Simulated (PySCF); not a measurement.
# F⁺ (fluorine, charge +1) across methods

[He] 2s1 2p5, high-spin 3P determinant (an excited configuration). All numbers are calculated (PySCF 2.14, no relativity, point nucleus, in dyall-av3z).

```json
{"method": "UHF", "E (hartree)": "-98.04327", "mean ε 2s α (eV)": "-66.021", "mean ε 2p α (eV)": "-41.212", "mean ε 2p β (eV)": "-32.799", "Σ⟨r²⟩ (bohr²)": "7.346", "⟨S²⟩": "2.009"}
{"method": "revPBE", "E (hartree)": "-98.4084", "mean ε 2s α (eV)": "-49.315", "mean ε 2p α (eV)": "-30.063", "mean ε 2p β (eV)": "-26.284", "Σ⟨r²⟩ (bohr²)": "7.428", "⟨S²⟩": "2.002"}
{"method": "MN15", "E (hartree)": "-98.4264", "mean ε 2s α (eV)": "-52.418", "mean ε 2p α (eV)": "-33.564", "mean ε 2p β (eV)": "-29.999", "Σ⟨r²⟩ (bohr²)": "7.340", "⟨S²⟩": "2.001"}
{"method": "r2SCANh", "E (hartree)": "-98.3644", "mean ε 2s α (eV)": "-52.968", "mean ε 2p α (eV)": "-32.171", "mean ε 2p β (eV)": "-27.383", "Σ⟨r²⟩ (bohr²)": "7.347", "⟨S²⟩": "2.004"}
{"method": "PBE0", "E (hartree)": "-98.3252", "mean ε 2s α (eV)": "-53.616", "mean ε 2p α (eV)": "-33.042", "mean ε 2p β (eV)": "-28.289", "Σ⟨r²⟩ (bohr²)": "7.384", "⟨S²⟩": "2.003"}
{"method": "PBE", "E (hartree)": "-98.3408", "mean ε 2s α (eV)": "-49.259", "mean ε 2p α (eV)": "-30.101", "mean ε 2p β (eV)": "-26.322", "Σ⟨r²⟩ (bohr²)": "7.434", "⟨S²⟩": "2.002"}
{"method": "r2SCAN", "E (hartree)": "-98.3722", "mean ε 2s α (eV)": "-51.499", "mean ε 2p α (eV)": "-31.104", "mean ε 2p β (eV)": "-26.635", "Σ⟨r²⟩ (bohr²)": "7.354", "⟨S²⟩": "2.004"}
{"method": "LDA", "E (hartree)": "-97.7781", "mean ε 2s α (eV)": "-48.872", "mean ε 2p α (eV)": "-30.191", "mean ε 2p β (eV)": "-26.350", "Σ⟨r²⟩ (bohr²)": "7.462", "⟨S²⟩": "2.003"}
{"method": "PW91", "E (hartree)": "-98.4041", "mean ε 2s α (eV)": "-49.303", "mean ε 2p α (eV)": "-30.201", "mean ε 2p β (eV)": "-26.439", "Σ⟨r²⟩ (bohr²)": "7.427", "⟨S²⟩": "2.002"}
```
